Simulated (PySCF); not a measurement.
Ionisation energy of Co⁺ by level of theory

Co⁺ [Ar] 3d8 (3F) → Co²⁺ [Ar] 3d7 (4F), as a difference of total energies. Calculation: PySCF 2.14, in cc-pVTZ (7s6p4d2f1g, 68 functions); no relativity, point nucleus. Correlated levels: valence: [Ar] frozen. The calculations carry no spin-orbit coupling.

| method | ionisation energy (eV) |
| --- | --- |
| UHF | 14.336 |
| PBE0 | 17.342 |
| PBE | 18.017 |
| MP2 (valence) | 16.993 |
| SCS-MP2 (valence) | 16.890 |

How much does correlation contribute at MP2 (valence)?

16.993 − (14.336) = 2.657 eV, measured against UHF.

These non-relativistic numbers lack the scalar-relativistic shift.

The reference lies between the lowest fine-structure levels, while these numbers refer to the centres of the terms.

Errors of the correlated levels include the incompleteness of this basis and the frozen core.

For comparison: 17.084 eV (measured; NIST Atomic Spectra Database, ionization energies).
